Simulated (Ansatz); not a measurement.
Correlation energies of `C#C[SiH]1[SiH2]C1=C` by basis set

Cartesian coordinates in Å:
```
C -0.775 1.753 -2.313
C -0.850 1.021 -1.358
Si -0.960 -0.107 0.049
Si 0.348 0.437 2.190
C 0.562 -0.804 0.751
C 1.413 -1.778 0.448
H -0.705 2.403 -3.155
H -2.210 -0.897 0.013
H 0.820 1.621 1.353
H -1.223 0.749 1.387
H 2.278 -1.997 1.071
H 1.303 -2.402 -0.435
```

Total charge 0; spin multiplicity 1. The geometry is a stationary point of PBE0-D4/def2-TZVP. Frozen core, restricted reference, Ansatz 0.2.0. CBS rows extrapolate triple and quadruple zeta; past MP2 they add the triple-zeta difference.

```csv
basis,HF (Eh),MP2 corr.,CCSD corr.,(T),CCSD(T) total
def2-SVP,?,-0.69713,?,-0.03281,?
def2-TZVPP,-732.75614,-0.85293,-0.90223,?,?
def2-QZVPP,-732.78000,-0.90916,–,–,–
CBS(def2),-732.78328,-0.95081,?,as TZ,?
```

(1) Fill in the withheld values. (Best estimate.)

Results:

(1) Computed: def2-SVP HF (Eh): -732.37610; def2-SVP CCSD corr.: -0.75794; def2-SVP CCSD(T) total: -733.16685; def2-TZVPP (T): -0.04792; def2-TZVPP CCSD(T) total: -733.70629; CBS(def2) CCSD corr.: -1.00012; CBS(def2) CCSD(T) total: -733.83132.
